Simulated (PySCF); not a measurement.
# Electron correlation in Ge⁻ (germanium, charge -1)

[Ar] 3d10 4s2 4p3, high-spin 4S determinant. Calculation: PySCF 2.14, in aug-cc-pwCVTZ-PP with ECP10MDF (8s7p6d4f1g, 96 functions); scalar relativity through the core potential. Frozen: 3s2 3p6 3d10; 5 electrons correlated.

```tsv
level	correlation energy (mhartree)
CCSD	-82.19
(T)	-3.77
CCSD(T)	-85.96
```

Diagnostics: T1 = 0.0072, D1 = 0.0174, largest double amplitude 0.042.

Cost of the coupled-cluster step: about 20 core-seconds, for 5 correlated electrons.
